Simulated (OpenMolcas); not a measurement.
**Sn I: effect of the level shift or regulariser**

```json
{
 "Program": "OpenMolcas",
 "Basis": "ANO-R2 [7s6p4d2f1g]",
 "Scalar Hamiltonian": "X2C, finite nucleus",
 "Active space": "2 electrons in 3 orbitals (5p)",
 "State averaging": "2S+1 = 3 even, 3 roots; 2S+1 = 1 even, 6 roots",
 "Spin-orbit coupling": "state interaction with AMFI integrals over the reference wave functions, term energies averaged over their components"
}
```

Methods on the same reference wave functions:
A. CASSCF
B. SS-CASPT2, IPEA 0.25 Eh, imaginary shift 0.1 Eh (closed shells correlated: 4d 5s)
C. SS-CASPT2, IPEA 0.25 Eh, imaginary shift 0.3 Eh (closed shells correlated: 4d 5s)

Energies in eV above 5s2 5p2 3P0, the measured ground level; measured values from NIST Handbook of Basic Atomic Spectroscopic Data.

| Level | A | B | C | Measured |
| --- | --- | --- | --- | --- |
| 5s2 5p2 3P0 | 0.0000 | 0.0000 | 0.0000 | 0.0000 |
| 5s2 5p2 3P1 | 0.1698 | 0.1792 | 0.1791 | 0.2098 |
| 5s2 5p2 3P2 | 0.3829 | 0.384 | 0.384 | 0.4250 |
| 5s2 5p2 1D2 | 1.2840 | 1.126 | 1.127 | 1.0679 |
| 5s2 5p2 1S0 | 2.7032 | 2.257 | 2.263 | 2.1279 |

Deviations, from unrounded energies. A percentage is the sum of absolute deviations over the sum of measured energies, with the sign that they share, or ± where signs differ.

```
                        Against measurement  Levels      A      B      C
             mean absolute deviation (cm-1)       4   1800    520    540
      fine structure of the ground term (%)       2  -12.9  -11.3  -11.3
other terms of the ground configuration (%)       2  +24.8   +5.9   +6.1
```

B, C lie about equally close to measurement and A furthest from it. The largest miss of B in the table is 5s2 5p2 1S0, by +1000 cm-1. The ranking rests on the paired levels alone, and a cruder setting can come out closer through cancelling errors.

Between B and C the level of the table that moves most is 5s2 5p2 1S0, by 50 cm-1 (lowest in B, highest in C). Moves below CASPT2's spread within the term are not significant.

The mean deviations of B to C differ by less than CASPT2's widest spread within a term (81 cm-1), so their order carries little weight.

From A to B the spin-free energies of the other terms of 5s2 5p2 shown, above 3P, scale by factors of 0.80 to 0.82.

The lowest spin-free term lies below A's lowest term by 0.490 hartree in B, 0.490 hartree in C.

Term energies are means over components that CASPT2 splits; among the terms shown or strongly mixed into the levels shown the widest spread is 81 cm-1 (5s2 5p2 1D, B). With the s shell closed, the reference lacks s² → p² mixing. Computed and measured levels are paired by configuration, term and J; levels that our copy of the source lacks, or whose pairing is in doubt (as where it misses far off the trend of its configuration), stay unpaired and out of the deviations. Only configurations of the active space appear.
